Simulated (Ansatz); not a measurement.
Input for Ansatz (an electronic-structure program): R-r2SCAN/def2-TZVPP on C3H8O2 (SMILES COCOC).

Ansatz 0.2 input:
```yaml
crystal:
  periodic: [false, false, false]
  atoms:
    - {symbol: C, position_ang: [1.50075753, 0.75491261, 1.27572358]}
    - {symbol: O, position_ang: [0.18024557, 0.31407345, 1.56161282]}
    - {symbol: C, position_ang: [-0.62321119, 0.18888869, 0.44568501]}
    - {symbol: O, position_ang: [-0.16250594, -0.87128089, -0.36587649]}
    - {symbol: C, position_ang: [-0.89791871, -0.99469371, -1.56386358]}
    - {symbol: H, position_ang: [2.05211287, 0.00942279, 0.69975203]}
    - {symbol: H, position_ang: [1.48228155, 1.69900301, 0.71750963]}
    - {symbol: H, position_ang: [1.99186269, 0.91406215, 2.23349711]}
    - {symbol: H, position_ang: [-1.63696238, -0.01981265, 0.80740844]}
    - {symbol: H, position_ang: [-0.62721517, 1.12075079, -0.14933003]}
    - {symbol: H, position_ang: [-0.46761752, -1.82323551, -2.12293084]}
    - {symbol: H, position_ang: [-0.83548993, -0.08237402, -2.17150228]}
    - {symbol: H, position_ang: [-1.95633937, -1.20981668, -1.36768539]}
basis:
  gaussian:
    orbitals: def2-TZVPP
hamiltonian:
  xc: {name: r2SCAN}
scf: {lower_state_search: off}
```

Output:

```
WARN ansatz: RAYON_NUM_THREADS=4 ignored (pool sized by the plan → 4); use --threads N
Functional definition: r2SCAN
these checks for a lower state are left out or cut short: stability, starts, cluster_reference, orbital_swaps, neighbouring_geometries, increment
integrals: 0.18 GiB planned
1314 factors; their error is unknown
mean field: 1.44 GiB planned
mean field evaluation 1: about -7324.5411 eV, gradient 6.5e1 eV
mean field evaluation 2: about -7316.9977 eV, gradient 8.9e1 eV
mean field evaluation 4: about -7333.6860 eV, gradient 4.6e0 eV
mean field evaluation 8: about -7333.7306 eV, gradient 2.8e-1 eV
mean field evaluation 16: about -7333.6941 eV, gradient 2.4e-4 eV
mean field -7333.69411299 eV, -269.5082876959 hartree, gradient 9.6e-6 eV, S^2 0.000000; 0 other end points of the search recorded, 0 dependent functions left out
reference -7333.69412573 eV, -269.5082881643 hartree; 21, 21 occupied and 246, 246 virtual orbitals, 1314 factors
Total energy: -7333.69412573 eV, -269.5082881643 hartree
Checks for a lower state left out: stability, starts, cluster_reference, orbital_swaps, neighbouring_geometries, increment
```

The calculation finished and met its thresholds.

Cost: roughly 6 core-seconds.
